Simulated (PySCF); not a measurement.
**How good is the calculation?**

Cartesian coordinates in Å; atom numbers follow the order of the lines, from 1:
```xyz
13

C    -0.295    1.553    0.100
B    -0.007    0.006    0.080
C     1.471   -0.522    0.220
C    -1.187   -1.022   -0.075
H     0.390    2.104   -0.567
H    -0.056    1.918    1.117
H    -1.332    1.845   -0.122
H     2.257    0.243    0.139
H     1.679   -1.332   -0.501
H     1.563   -0.997    1.215
H    -1.426   -1.039   -1.158
H    -0.950   -2.057    0.216
H    -2.115   -0.699    0.423
```

What is known from experiment: δ 11B B2 86.0 ppm (measured; solution, CDCl3; B. Wrackmeyer, Z. Naturforsch. B 2015).
δ 11B B2 86.2 ppm (measured; Macháček, Bühl, Fanfrlík, Hnyk, 11B NMR of BX3 and BX4-, J. Phys. Chem. A (author manuscript)). Coupling constants: 1J(C1,B2) 52.0 Hz.

Theory: J: B3LYP/pcJ-1 (spin–dipole term only in couplings to heteroatoms), coordinates at the PBE0-D3(BJ)/def2-SVP level, shielding tensors at HF/pcSseg-2 (GIAO), in PySCF (rapidly exchanging positions averaged, no relativistic terms, single conformer, gas phase).

Q: How close does the calculation come?

A: 
Reference values: measured (solution, CDCl3; B. Wrackmeyer, Z. Naturforsch. B 2015).
```tsv
atoms	quantity	reference	computed
B2	δ 11B vs BF3.OEt2	86.0	82.9
```

Reference values: measured (Macháček, Bühl, Fanfrlík, Hnyk, 11B NMR of BX3 and BX4-, J. Phys. Chem. A (author manuscript)).
```csv
atoms,quantity,reference,computed
B2,δ 11B vs BF3.OEt2,86.2,82.9
```

Computed shifts are σ(ref) − σ with the named reference compound (TMS for H and C) calculated as an isolated molecule at the same level.

Coupling constants in Hz (some tables give magnitudes without signs):
| coupling | reference | computed | source |
| --- | --- | --- | --- |
| 1J(C1,B2) | 52.0 | 50.4 | measured; solution, CDCl3; Z. Naturforsch. B 2015 (znb-2015-0040), 1J(13C,11B) in organoboranes and borates |

Q: How far are the unscaled 11B shifts from the references?

A: Mean signed difference -3.20 ppm, mean absolute 3.20 ppm over 2 comparisons; the largest is -3.3 ppm at B2 (boron bonded to 3 C).
